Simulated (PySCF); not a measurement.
C$_{4}$H$_{10}$Cd, charge +1, doublet, at a GFN2-xTB geometry (such geometries of metal compounds can be far from the true shape) (a state made from the parent by changing its charge; the spin is typed, not shown lowest) (core potentials on Cd). Base run: DF-PBE0/def2-SV(P) run with PySCF.

Here is a job for PySCF.
```python
from pyscf import gto, scf, dft

mol = gto.Mole()
mol.atom = '''
    Cd   -0.56124709   -0.26260900   -0.18282574
    C    -0.02912920   -0.97170162    1.92626067
    C     1.41263543   -0.64102404    2.15316076
    H    -0.23772438   -2.04147725    1.91678320
    H    -0.71471305   -0.41469871    2.56694675
    H     1.60585976    0.43546249    2.11353391
    H     2.07666451   -1.17670047    1.46784820
    H     1.68261307   -0.96754256    3.16451814
    C     0.20965072    1.11002834   -1.84271820
    C     1.35659137    1.88554866   -1.27466054
    H    -0.65068224    1.72654552   -2.10422473
    H     0.49469293    0.42448846   -2.64203515
    H     2.19128732    1.24176146   -0.98049018
    H     1.05421585    2.52871579   -0.44227247
    H     1.73915685    2.55156922   -2.05722865
'''
mol.basis = 'def2-sv(p)'
mol.ecp = {'Cd': 'def2-sv(p)'}
mol.charge = 1
mol.spin = 1
mol.verbose = 4
mol.build()

mf = dft.UKS(mol)
mf.xc = 'pbe0'
mf = mf.density_fit(auxbasis='def2-universal-jkfit')
mf.kernel()
mf.analyze()
```

Variants of this job, named by their change:

```tsv
change	ΔE vs base (mEh)	SCF cycles	<S^2>	outcome
base	0.000	13	0.787	converged
level_shift = 0.1 (with mf.max_cycle = 100)	0.000	14	0.787	converged
init_guess = sap	0.000	21	0.787	converged
init_guess = vsap	-	-	-	input refused
diis_space = 2	0.000	28	0.787	converged
level_shift = 0.5 (with mf.max_cycle = 100)	0.000	24	0.787	converged
level_shift = 0.3 (with mf.max_cycle = 100)	0.000	19	0.787	converged
conv_tol = 1e-6	0.000	11	0.787	converged
solver = newton; init_guess = 1e	0.000	-	0.787	converged
init_guess = huckel	0.000	13	0.787	converged
conv_tol_grad = 1e-3	0.000	13	0.787	converged
diis = off; damp = 0.6 (with mf.diis_start_cycle = 200; with mf.max_cycle = 150)	0.000	33	0.787	converged
damp = 0.5; diis_start_cycle = 5	0.000	13	0.787	converged
```

Open shells are given as the SCF converged; they aren't shown to be the lowest states, and a large step between rows can be another state.

- init_guess = vsap: ended with `AssertionError: ECP or PP not supported`
